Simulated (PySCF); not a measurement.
Species: CH2SSe.
SMILES with atom numbers: `[SH:1][CH:2]=[Se:3]` (hydrogens: H4 on S1; H5 on C2)

Method: PySCF 2.14.0, PBE0-D3(BJ)/def2-SVP geometry optimisation, gas phase.

(1) Give the optimised bond lengths and angles.

## Answers

(1) 
| bond | length (Å) | order |
| --- | --- | --- |
| S1–C2 | 1.719 | single |
| C2=Se3 | 1.762 | double |
| S1–H4 | 1.355 | single |
| C2–H5 | 1.100 | single |

Orders are formal, as drawn. A selection of angles:
| angle | degrees |
| --- | --- |
| C2–S1–H4 | 96.5 |
| S1–C2–Se3 | 129.4 |
| S1–C2–H5 | 110.0 |
| Se3–C2–H5 | 120.6 |

Torsions: H4–S1–C2–Se3 0° (synperiplanar).

S1 (thiol sulfur) is bent (angle 96.5°).

Point group: Cs (every atom within 0.08 Å of its image). Stationary, but not proved a minimum. One conformer, not necessarily the lowest (H–S1–C2–Se3 0°).
